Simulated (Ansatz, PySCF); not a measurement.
Gas-phase reaction (SMILES): C/C=C(\C)CC -> [CH2]/C(C)=C/C + [CH3] (CH3); the C-C bond at the site shown breaks (other sites are not compared here).

Structures are relaxed separately at B3LYP-D3(BJ)/def2-TZVP in Ansatz (a program for electronic structure), one conformer each, not searched for the lowest. Correlated levels leave the core frozen unless marked. Open shells are spin-unrestricted. Spin-orbit coupling is left out. No relativistic terms. Basis-set limits of correlation are two-point, X^-3; Hartree-Fock from the larger set. Markedly spin-contaminated UHF reference, which strains HF, MP2 and, less, CCSD(T): [CH2]/C(C)=C/C. Thermal terms are rigid-rotor harmonic-oscillator values from B3LYP-D3(BJ) frequencies (Ansatz or PySCF) at 298.15 K and 1 atm. 1 Eh = 627.5095 kcal/mol.

```
species         E, CCSD(T)/CBS(cc-pVTZ,cc-pVQZ) (Ansatz) (Eh)  E, wB97X-V/def2-TZVPD (Ansatz) (Eh)  H - E (Eh)
--------------  ---------------------------------------------  -----------------------------------  ----------
C/C=C(\C)CC                                        -235.51619                           -235.86767     0.17342
[CH2]/C(C)=C/C                                     -195.60705                           -195.90206     0.12975
[CH3] (CH3)                                         -39.77878                            -39.83594     0.03371
```

**Question.** Work out ΔE and ΔH at 298.15 K at the first level, then ΔH at the second.

**Answer.** 
1. ΔE = [(-195.60705) + (-39.77878)] - [(-235.51619)] = 0.13036 Eh = 81.8 kcal/mol at CCSD(T)/CBS(cc-pVTZ,cc-pVQZ).
2. The terms H - E add up to -0.00996 Eh, so ΔH = (0.13036 + (-0.00996))×627.5095 = 75.6 kcal/mol.
3. At wB97X-V/def2-TZVPD the same steps give ΔE = 81.4 and ΔH = 75.1 kcal/mol, a shift of -0.5 from the first level.
4. These values are not checked against measurement here, since the tables used lack a sound gas-phase enthalpy of formation for at least one species.
